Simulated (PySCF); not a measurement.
1,2-difluorocyclobutene (C₄H₄F₂), SMILES FC1CCC=1F.

The structure is a stationary point at B3LYP-D3(BJ)/def2-SVP.

All values below come from PBE/def2-TZVP run with PySCF.

The molecule is in vacuum.

| Property | Result |
|---|---|
| total energy | -354.21117 hartree |
| point group | C2v |
| highest occupied level | -5.74 eV |
| lowest empty level | -0.13 eV |
| orbital gap | 5.61 eV |
| dipole moment | 2.03 D |
| quadrupole, principal values (traceless, Buckingham form, about the centre of nuclear charge) | -2.17, 0.44, 1.73 D·Å |
| mean static polarisability | 47.0 bohr³ (6.97 Å³) |
| polarisability, principal values | 36.4, 50.0, 54.7 bohr³ |
